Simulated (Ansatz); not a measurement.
Geometry optimisation, Ansatz, RKS PBE0/def2-SVP.

Input file:

```yaml
crystal:
  periodic: [false, false, false]
  atoms:
    - { symbol: Ta, position_ang: [-0.521415, -0.464964, 0.3026] }
    - { symbol: O, position_ang: [2.671004, -0.270921, 0.067061] }
    - { symbol: H, position_ang: [3.000742, 0.451547, 0.613811] }
    - { symbol: F, position_ang: [-0.136252, -0.051487, 2.100957] }
    - { symbol: F, position_ang: [-0.547079, -1.189825, -1.429727] }
    - { symbol: F, position_ang: [0.07456, 1.202144, -0.286557] }
    - { symbol: F, position_ang: [-2.335459, -0.700034, 0.59237] }
    - { symbol: P, position_ang: [0.595551, -2.658845, 0.867156] }
    - { symbol: H, position_ang: [1.483837, -2.840204, -0.228764] }
    - { symbol: H, position_ang: [1.564785, -2.286689, 1.842253] }
    - { symbol: H, position_ang: [2.660025, -1.047422, 0.66964] }
basis:
  gaussian: { orbitals: def2-SVP }
hamiltonian:
  xc: pbe0
relax:
  f_tol: 0.03
  max_steps: 50
```

Run as:

```bash
$ ansatz run input.yaml --threads 4 --pin off --max-ram 5120MiB --backend cpu --events-out ev --progress --plain --runs-dir out
```

**Question.** Where does it end, and by what steps?

**Answer.** The run converged. After 9 steps the energy has fallen by 0.632 eV; H3 moved furthest, 0.78 Å. Joined: Ta1–O2 (3.21 → 2.28 Å).

```json
{"step": "0", "energy less start (eV)": "0.0000", "largest force component (eV/Å)": "0.739", "accepted": "yes"}
{"step": "1", "energy less start (eV)": "-0.0792", "largest force component (eV/Å)": "1.710", "accepted": "yes"}
{"step": "2", "energy less start (eV)": "-0.1972", "largest force component (eV/Å)": "1.581", "accepted": "yes"}
{"step": "3", "energy less start (eV)": "-0.4225", "largest force component (eV/Å)": "0.570", "accepted": "yes"}
{"step": "4", "energy less start (eV)": "-0.5686", "largest force component (eV/Å)": "0.840", "accepted": "yes"}
{"step": "5", "energy less start (eV)": "-0.6018", "largest force component (eV/Å)": "0.679", "accepted": "yes"}
{"step": "6", "energy less start (eV)": "-0.6239", "largest force component (eV/Å)": "0.454", "accepted": "yes"}
{"step": "7", "energy less start (eV)": "-0.6305", "largest force component (eV/Å)": "0.102", "accepted": "yes"}
{"step": "8", "energy less start (eV)": "-0.6313", "largest force component (eV/Å)": "0.080", "accepted": "yes"}
{"step": "9", "energy less start (eV)": "-0.6321", "largest force component (eV/Å)": "0.023", "accepted": "yes"}
```

```xyz
11
Properties=species:S:1:pos:R:3
Ta -0.194 -0.441 0.333
O 2.069 -0.253 0.178
H 2.402 0.656 0.150
F 0.052 -0.102 2.176
F -0.199 -1.078 -1.439
F 0.272 1.333 -0.171
F -2.042 -0.543 0.501
P 0.524 -2.839 0.915
H 1.448 -3.133 -0.128
H 1.495 -2.634 1.938
H 2.683 -0.821 0.658
```

Run time: 57 s on 4 threads of Intel(R) Xeon(R) Platinum 8259CL CPU @ 2.50GHz (Skylake/Cascade Lake), with other jobs on the host, peak memory 0.44 GiB.
